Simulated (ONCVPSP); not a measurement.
**Varying the ONCV potential for Re (Z = 75)**

Base potential:

* Element: Re
* Generator: ONCVPSP 4.0.1
* Type: optimised norm-conserving Vanderbilt (ONCV)
* Functional: LDA (Perdew-Zunger)
* Relativity: scalar-relativistic
* Frozen core: [Kr] 4d10
* Valence charge: 29
* Reference configuration: 4f13.5 5s2 5p6 5d5.5 6s2
* Partial waves: 5s+6s: rc 1.95 bohr, ncon 4, nbas 9, qcut 7.3 1/bohr, 2 projectors; 5p: rc 2.05 bohr, ncon 4, nbas 8, qcut 7.4 1/bohr, 1 projector; 5d: rc 1.70 bohr, ncon 4, nbas 8, qcut 6.4 1/bohr, 2 projectors, debl 0.4 Ha; 4f: rc 0.65 bohr, ncon 3, nbas 8, qcut 26.5 1/bohr, 2 projectors, debl 2.7 Ha
* Local potential: polynomial inside 0.50 bohr (lpopt 5, dvloc0 -1 Ha)
* Core correction: polynomial model core, fcfact 0.45

Cutoffs, loose and tight: the cutoffs (Ha) at which the residual kinetic energy of the hardest occupied pseudo-wave falls to 1 and 0.1 mHa per electron. They do not see the model core or the augmentation charge, which bear on the density cutoff. Test errors are all-electron minus pseudo excitation energies from the reference, over the configurations 4f14 5s2 5p6 5d5 6s2; 4f14 5s2 5p6 5d5 6s1; 4f14 5s2 5p6 5d5 6s0; 4f14 5s2 5p5 5d5 6s2. A dash means not determined; rows that change the core or the reference have their own tests.

A true bound ghost makes a file unfit for plane-wave use even where its test errors are small: the radial tests pick states by their node count and pass the ghost by.

```tsv
change	outcome	cutoff, loose	cutoff, tight	bound ghosts	GHOST(+) flags above zero	largest test error (meV)
base	generated	292 Ha	319 Ha	s, p, d	s	-98
f: ncon 5, nbas 10	generated	314 Ha	344 Ha	s, p, d	s	-104
core correction polynomial model core, fcfact 0.86	generated	292 Ha	319 Ha	s, p, d	s	-99
local potential polynomial inside 0.50 bohr (lpopt 5, dvloc0 0 Ha)	generated	292 Ha	319 Ha	s, p, d	s	-100
f: debl 5.6	generated	292 Ha	319 Ha	s, p, d	s	-98
s: nbas 8	generated	292 Ha	319 Ha	s, p, d	s	-98
s: qcut 7.2	generated	292 Ha	319 Ha	s, p, d	s	-98
p: qcut 4.4	generated	292 Ha	319 Ha	s, p, d	s	-154
```

(1) What comes out with this change to the base: fully relativistic?

(2) What comes out with this change to the base: core correction none?

(3) What comes out with this change to the base: core [Kr] 4d10 4f14 5s2, valence charge 13; reference 5p6 5d5 6s1; waves now 6s: rc 2.40 bohr, ncon 5, nbas 9, qcut 3.1 1/bohr, 2 projectors, debl 2.1 Ha; 5p: rc 1.40 bohr, ncon 3, nbas 6, qcut 6.3 1/bohr, 2 projectors, debl 3.1 Ha; 5d: rc 1.55 bohr, ncon 4, nbas 8, qcut 6.3 1/bohr, 2 projectors, debl 3.8 Ha; local potential polynomial inside 1.00 bohr (lpopt 5, dvloc0 0 Ha)?

Results:

(1) outcome: generated; cutoff, loose: 292 Ha; cutoff, tight: 319 Ha; bound ghosts: s, p3/2, d5/2, p1/2, d3/2; GHOST(+) flags above zero: s; largest test error (meV): +52.

(2) outcome: generated; cutoff, loose: 292 Ha; cutoff, tight: 319 Ha; bound ghosts: s, p, d; GHOST(+) flags above zero: s; largest test error (meV): -86.

(3) outcome: failed: ERROR pspot: first pseudo wave function has node, program will stop. Cause: the optimised pseudo-wave of the first projector has a node, so the radial equation cannot be inverted for a potential.
